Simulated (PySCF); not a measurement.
## [C7H4O2]-: g tensor and hyperfine couplings

Compound: C₇H₄O₂ (charge -1 and doublet state).
Structure used (GFN2-xTB), in Å, numbered top down from 1:
```
atom  x, y, z in Å
C1     3.325   -0.319   -0.355
C2     2.126   -0.239   -0.168
C3     0.751   -0.122   -0.068
C4     0.093    1.102    0.062
C5    -1.280    1.130    0.170
C6    -1.998   -0.078    0.151
C7    -1.349   -1.315    0.026
O8    -1.889   -2.424    0.003
O9     0.037   -1.324   -0.085
H10    4.372   -0.395   -0.331
H11    0.690    2.004    0.072
H12   -1.808    2.072    0.269
H13   -3.074   -0.090    0.236
```

The species is `C#CC1=CC=C[C]([O-])O1` [radical] (charge -1).

Method: UKS B3LYP, pcH-1 on C H O, non-relativistic, mean-field spin-orbit, GIAO (PySCF). Whether the extra electron is bound in the gas phase wasn't checked; a finite basis holds it in any case. A GFN2-xTB geometry isn't a minimum of the functional, and hyperfine couplings can be far from their values at a DFT geometry, by a factor of two or more for some ions and for spin on atoms past the first row. Stability of the SCF solution: not tested.

| Quantity | Value |
| --- | --- |
| g1, g2, g3 | 2.00213, 2.00337, 2.00407 |
| g_iso | 2.00319 |
| Form of g | rhombic: the two nearest values differ by 36 % of g3 − g1 |
| ⟨S²⟩ | 0.7607 (exact 0.7500) |
| α and β electrons | 32, 31 |
| HOMO–LUMO gap, α and β orbitals | 3.41, 3.85 eV |
| Total energy | -419.56802 Eh |

Isotropic coupling and dipolar principal values T1 to T3, in mT; ρ(0) is the spin density at the nucleus (MHz turned into mT with g_iso):

```csv
atom,isotope,a_iso,T1,T2,T3,Mulliken spin population,ρ(0) (bohr⁻³)
C1,13C,1.02,-0.80,-0.64,1.44,0.30,0.0255
C2,13C,-1.12,-0.14,-0.14,0.28,-0.08,-0.0280
C3,13C,1.00,-1.11,-1.06,2.17,0.32,0.0248
C4,13C,-0.57,-0.04,0.01,0.03,-0.03,-0.0143
C5,13C,0.21,-0.51,-0.49,1.01,0.16,0.0053
C6,13C,0.49,-0.74,-0.72,1.45,0.25,0.0121
C7,13C,-0.46,-0.05,-0.01,0.06,0.00,-0.0114
O8,17O,-0.07,-0.37,0.16,0.20,0.03,0.0035
O9,17O,-0.52,-1.53,0.73,0.80,0.09,0.0240
H10,1H,-0.67,-0.41,0.02,0.38,-0.01,-0.0042
H11,1H,-0.03,-0.10,0.00,0.11,0.00,-0.0002
H12,1H,-0.45,-0.27,-0.04,0.31,-0.01,-0.0028
H13,1H,-0.61,-0.38,-0.02,0.40,-0.01,-0.0038
```

Largest spin populations (Mulliken): C3 (+0.32), C1 (+0.30), C6 (+0.25) and C5 (+0.16). Four atoms exceed +0.15.

The SMILES `C#CC1=CC=C[C]([O-])O1` draws the unpaired electron on C7, whose computed spin population is only 0.00.

Axes: g1 is normal to the molecular plane and g2 points within 12° of the C5–C6 bond.

Under fast tumbling the dipolar parts average out, and these isotropic splittings remain: 1 × 1H (H10, I = 1/2, 2 lines) with 0.67 mT, 1 × 1H (H13, I = 1/2, 2 lines) with 0.61 mT, 1 × 1H (H12, I = 1/2, 2 lines) with 0.45 mT and 1 × 1H (H11, I = 1/2, 2 lines) with 0.03 mT.

The 13C coupling of C2 (-31.5 MHz) shows only in satellite lines or after enrichment, since that isotope makes up about 1.07 % of natural carbon.

The 17O coupling of O9 (-14.5 MHz) shows only in satellite lines or after enrichment, since that isotope makes up about 0.038 % of natural oxygen.

β density exceeds α density at some nuclei, such as C2 (-0.0280), C4 (-0.0143) and C7 (-0.0114), spin density in bohr⁻³. In a single determinant that takes different orbitals for the two spins, that is spin polarisation.

Time: 80 s of wall time (with the writing of density and orbital grids); peak memory 0.96 GiB. Hardware: one thread, Arm Neoverse V1 (aarch64), shared host with 32 logical CPUs at a one-minute load of 27.
